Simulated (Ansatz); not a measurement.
`N[C@H]1O[Si@@H]1[SiH3]` + H₂ → SiH₄ + `NC1O[SiH2]1` at 298.15 K and 1 bar (hydrogenolysis of the Si–Si bond).

Computed with Ansatz on PBE0-D4/def2-TZVP structures; ΔE is electronic, products minus reactants. CCSD(T)/CBS is the MP2 limit (def2-TZVPP, def2-QZVPP) plus CCSD(T) − MP2 in def2-TZVPP, frozen cores. This one scheme is used for every species. One conformer a species, not always the lowest.

```csv
species,CCSD(T)/CBS energy (Eh),H − E (kJ/mol),S (J/(mol·K))
`N[C@H]1O[Si@@H]1[SiH3]`,-750.26819,236.7,357.5
H₂,-1.17544,35.1,130.4
SiH₄,-291.46306,92.1,204.8
`NC1O[SiH2]1`,-459.98718,185.0,292.4
```

H − E and S are ideal-gas, rigid-rotor, harmonic terms from PBE0-D4/def2-TZVP, for one conformer and one mirror image of each species. For small species the MP2-based limit differs from directly extrapolated CCSD(T) by up to some mEh (0.8 for H₂); such offsets cancel only in part. 1 Eh = 2625.50 kJ/mol, R = 8.31446 J/(mol·K).

**Question.** By hand: ΔE, ΔH, ΔS and ΔG.

**Answer.** ΔE = (-291.46306) + (-459.98718) − (-750.26819) − (-1.17544) = -0.00661 Eh = -17.4 kJ/mol. Δ(H − E) = 92.1 + 185.0 − 236.7 − 35.1 = 5.3, so ΔH = -12.1 kJ/mol. ΔS = 204.8 + 292.4 − 357.5 − 130.4 = 9.3 J/(mol·K). ΔG = -12.1 − 298.15 × (9.3)/1000 = -14.9 kJ/mol.

**Question.** By hand: the equilibrium constant, and the temperature at which ΔG would vanish if ΔH and ΔS stayed fixed.

**Answer.** log₁₀ K = −ΔG/(RT ln 10) = 2.6. ΔH and −TΔS have one sign here, so there is no such temperature.

The number of gas molecules stays the same, so ΔS is small and ΔH decides. A doubt of 5 kJ/mol in ΔE shifts log₁₀ K by 0.9 here. Other conformers and mirror images would add mixing entropy, several J/(mol·K) or more a flexible species. These are equilibria of isolated gas molecules and say nothing of rates. Largest T1 diagnostic: 0.015 (customary marks: 0.02 for closed shells, 0.045 for open ones).

ΔS is within the doubt of such terms, so its sign, and with it that verdict, could turn.
